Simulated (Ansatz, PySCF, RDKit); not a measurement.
The same groups moved round the core (pyridine mercapto). All species are isolated molecules in the gas phase. One relaxed conformer stands for each flexible species; it need not be the lowest. Strings in code marks are SMILES.

Quantity: electronic energy of isomers of C5H5NS relative to `Sc1ccccn1` (H–S–C–N torsion 0°), in kJ/mol. The restricted reference of `Sc1ccccn1`, `Sc1cccnc1` and `Sc1ccncc1` is unstable towards unrestricted orbitals. Force-field values (RDKit) are differences of steric energies, which aren't made for comparing isomers with other bonds.

Level 1: frozen-core MP2/cc-pVTZ // PBE-D3(BJ)/def2-SVP (Ansatz, an electronic-structure program)
Level 2: PBE/6-31G* // PBE-D3(BJ)/def2-SVP (PySCF)
Level 3: SVWN5/6-31G* // PBE-D3(BJ)/def2-SVP (PySCF)
Level 4: MMFF94, relaxed from the DFT geometry (RDKit)

| species | level 2 | level 3 | level 4 |
|---|---|---|---|
| `Sc1cccnc1` (H–S–C–C torsion 0°) | 15.34 | 17.07 | 98.9 |
| `Sc1ccncc1` (H–S–C–C torsion 0°) | 9.82 | 11.41 | 6.80 |

**Question.** What does level 1 give for each?

**Answer.** 
- `Sc1cccnc1` (H–S–C–C torsion 0°): 13.81
- `Sc1ccncc1` (H–S–C–C torsion 0°): 8.70
